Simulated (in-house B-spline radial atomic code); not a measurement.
How numerical settings move a run on the europium ion Eu³⁺, [Xe] 4f6. Computed with an all-electron radial atomic-structure program (B-spline basis): scalar-relativistic (X2C) TPSS, spin-polarised, spherical fractional occupations, Fermi nucleus of rms radius 5.1115 fm.

Command:
```bash
python run_scf.py task.json out
```
Settings of the sound reference run:
```
Z                63
electrons        60
configuration    [Xe] 4f6
hamiltonian      x2c
method           tpss,tpss
spin_polarised   True
nucleus          fermi
rms_radius       5.1115
mass_number      153
atomic_mass      152.9212
speed_of_light   137.036
knot_spacing     0.22
spline_order     8
gauss_points     12
box_radius       16.22
max_iterations   70
damping          0.5
damped_steps     3
diis_vectors     10
tolerance        1e-08
start            Thomas-Fermi
```

Run time, properties included: 0.28 s on 1 thread of Intel(R) Xeon(R) 6975P-C, on a shared host.

It converges in 8 iterations to -10841.750155 hartree, with 4f up at -34.636 eV. The other runs change the listed settings, some to values that make no sense; their results aren't properties of the atom or ion. Radii are in bohr (the nuclear one in fm), a minus after a letter asks for a j subshell, and «unchanged» means within 1e-8 hartree. The run stops when the residual is below 10 × tolerance × max(1, Z/10), or a noise floor if that is larger, and the energy moves by less than 1e-8 × √|E| hartree; so very loose and very tight tolerances often act alike.

| changed settings | outcome |
| --- | --- |
| knot_spacing = 0.4, max_iterations = 60, diis_vectors = 20 | converged in 8 iterations, energy +8.13e-03 hartree from the reference, 4f up level -1.7e-03 eV |
| hamiltonian = dirac, method = hf, spin_polarised = False, speed_of_light = 69.31281 | converged in 11 iterations to -13162.6683 hartree, a different physical problem |
| knot_spacing = 0.1 | converged in 8 iterations, energy -8.73e-05 hartree from the reference, 4f up level +1.1e-03 eV |
| knot_spacing = 0.75 | converged in 8 iterations, energy +1.58e+01 hartree from the reference, 4f up level +2.9e-01 eV (the program warns: 3s up reaches the box edge; 3s down reaches the box edge) |
| box_radius = 4.87 | converged in 8 iterations, energy +1.67e-03 hartree from the reference, 4f up level +5.8e-02 eV (the program warns: 4f up reaches the box edge; 5s up reaches the box edge) |
| box_radius = 8.11 | converged in 8 iterations, energy -8.86e-06 hartree from the reference, 4f up level +3.2e-04 eV |
| electrons = 61, configuration = [Kr] 4d10 4f6 5s2 5p7, max_iterations = 50 | stopped with error: shell 5p holds at most 3 electrons (per spin) |
| spline_order = 10 | converged in 8 iterations, energy +3.10e-05 hartree from the reference, 4f up level +5.1e-04 eV |
| box_radius = 2.43 | converged in 8 iterations, energy +2.19e+00 hartree from the reference, 4f up level +1.5e+01 eV (the program warns: 4f up reaches the box edge; 4s up reaches the box edge) |
| knot_spacing = 0.3 | converged in 8 iterations, energy +1.37e-04 hartree from the reference, 4f up level -1.8e-04 eV |
| box_radius = 0.97 | converged in 7 iterations, energy +2.56e+02 hartree from the reference, 4f up level +3.5e+02 eV (the program warns: 4f up has a positive eigenvalue: unbound, held by the box; 4p up has a positive eigenvalue: unbound, held by the box) |
| box_radius = 3.24 | converged in 8 iterations, energy +2.17e-01 hartree from the reference, 4f up level +2.8e+00 eV (the program warns: 4f up reaches the box edge; 4d up reaches the box edge) |
| box_radius = 0.65 | converged in 7 iterations, energy +1.17e+03 hartree from the reference, 4f up level +1.0e+03 eV (the program warns: 4f up has a positive eigenvalue: unbound, held by the box; 4s up has a positive eigenvalue: unbound, held by the box) |
| max_iterations = 75, damping = 0.8, tolerance = 0.0001, start = bare nucleus | converged in 8 iterations, energy unchanged, 4f up level -9.3e-05 eV |
| knot_spacing = 1 | converged in 9 iterations, energy +2.26e+02 hartree from the reference, 4f up level -4.1e+01 eV (the program warns: 4f up reaches the box edge; 2s up reaches the box edge) |
| spline_order = 4 | converged in 8 iterations, energy +7.37e-03 hartree from the reference, 4f up level +4.9e-05 eV |
| spline_order = 6 | converged in 8 iterations, energy -1.27e-05 hartree from the reference, 4f up level +1.3e-03 eV |
| knot_spacing = 0.15 | converged in 8 iterations, energy -8.05e-05 hartree from the reference, 4f up level +1.0e-03 eV |
| electrons = 61, configuration = [Xe] 4f6 6p-1, max_iterations = 60 | stopped with error: j subshells need the Dirac Hamiltonian and l > 0 |
| box_radius = 64.88 | converged in 8 iterations, energy +1.09e-07 hartree from the reference, 4f up level -3.8e-05 eV |

**Question.** What happens with box_radius = 32.44?

**Answer.** Converged in 8 iterations, energy +1.13e-07 hartree from the reference, 4f up level -3.8e-05 eV.

**Question.** What happens with spline_order = 5?

**Answer.** Converged in 8 iterations, energy +3.23e-04 hartree from the reference, 4f up level -5.9e-04 eV.

**Question.** What happens with max_iterations = 50, tolerance = 1e-13, start = bare nucleus?

**Answer.** Converged in 9 iterations, energy unchanged, 4f up level +3.9e-05 eV.

**Question.** What happens with spline_order = 7, max_iterations = 50, start = bare nucleus?

**Answer.** Converged in 8 iterations, energy +4.56e-05 hartree from the reference, 4f up level +7.5e-04 eV.
